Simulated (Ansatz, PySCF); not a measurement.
Energy difference 2 R1 + R2 → P1 + 2 P2, each structure at its B3LYP-D3(BJ)/def2-TZVP stationary point, reached from a drawn start (curvature not checked).
R1: H2 (SMILES [H][H]), charge 0, multiplicity 1.
P1: NH3 (SMILES N), charge 0, multiplicity 1.
P2: SiH4 (SMILES [SiH4]), charge 0, multiplicity 1.
R2, H7NSi2 (SMILES [SiH3]N[SiH3]) (charge 0, multiplicity 1, Z-matrix in Å and degrees):
```
N
H 1 1.0119
Si 1 1.7300 2 115.18
Si 1 1.7300 2 115.18 3 175.88
H 4 1.4787 1 107.46 2 171.62
H 3 1.4787 1 107.46 2 -171.62
H 4 1.4834 5 110.01 1 120.46
H 3 1.4834 6 110.01 1 -120.46
H 4 1.4851 5 108.82 7 117.19
H 3 1.4851 6 108.82 8 -117.19
```

P less R. No zero-point or thermal terms.

Correlated levels freeze the cores. CBS(a, b) extrapolates the correlation energy as X⁻³ and adds the Hartree–Fock energy of set b.

The values were computed with Ansatz (Gaussian orbitals); PySCF for the D3/D4 terms. All values are computed, each at the level named.

The comparison value is 0.612 eV (CCSD(T)/CBS(cc-pV(T+d)Z, cc-pV(Q+d)Z)). It is a level with limits of its own, not the exact answer.

Question: Order these levels by how close they come to the comparison value for the reaction energy, closest first: BLYP-D3(BJ)/def2-TZVPP, BLYP-D4/def2-TZVPP, r2SCAN-D4/def2-TZVPP, PBE0/def2-TZVPP, SVWN5/def2-TZVPP. Give each level's value less the comparison value.

Answer: r2SCAN-D4/def2-TZVPP (-0.042 eV), BLYP-D4/def2-TZVPP (-0.058 eV), BLYP-D3(BJ)/def2-TZVPP (-0.080 eV), SVWN5/def2-TZVPP (-0.137 eV), PBE0/def2-TZVPP (-0.236 eV)

Ansatz is a program for electronic structure.
